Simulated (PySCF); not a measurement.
Electron affinity of K by level of theory

K⁻ [Ar] 4s2 (1S) → K [Ar] 4s1 (2S), as a difference of total energies. All numbers are calculated (PySCF 2.14, scalar relativity by spin-free X2C-1e, in aug-cc-pwCVTZ-X2C (9s8p6d3f, 84 functions)). Correlated levels: valence and next inner shell: [Ne] frozen. The calculations carry no spin-orbit coupling.

```json
{"method": "UHF", "electron affinity (eV)": "-0.088"}
{"method": "MP2 (valence and next inner shell)", "electron affinity (eV)": "0.337"}
{"method": "SCS-MP2 (valence and next inner shell)", "electron affinity (eV)": "0.404"}
{"method": "CCSD (valence and next inner shell)", "electron affinity (eV)": "0.458"}
{"method": "CCSD(T) (valence and next inner shell)", "electron affinity (eV)": "0.493"}
```

Errors of the correlated levels include the incompleteness of this basis and the frozen core.

A negative affinity means that the anion lies above the atom at that level of theory.

The coupled-cluster amplitudes are large for K⁻ (T1 above 0.03 or a double amplitude above 0.15), so a single reference is strained.

Task: Which method comes closest to the reference value, and which is furthest?

Result: The reference is 0.501 eV (measured; photodetachment measurements, as compiled on the Wikipedia data page of electron affinities). Closest: CCSD(T) (valence and next inner shell) (error -0.008 eV); furthest: UHF (error -0.589 eV).
